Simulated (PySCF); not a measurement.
C5H8Si, SMILES C#C[C@@H]1C[C@@H]1[SiH3].

Coordinates come from a ωB97X-D3(BJ)/def2-SVP optimisation. The structure was generated by enumeration; whether it is a known compound was not checked.

All values below come from PBE/def2-TZVP (PySCF).

total energy: -484.38947 hartree
highest occupied level: -6.20 eV
lowest empty level: -0.41 eV
orbital gap: 5.79 eV
dipole moment: 1.13 D
quadrupole, principal values (traceless, Buckingham form, about the centre of nuclear charge): -5.30, -2.19, 7.49 D·Å
mean static polarisability: 83.4 bohr³ (12.36 Å³)
polarisability, principal values: 66.9, 82.8, 100.5 bohr³
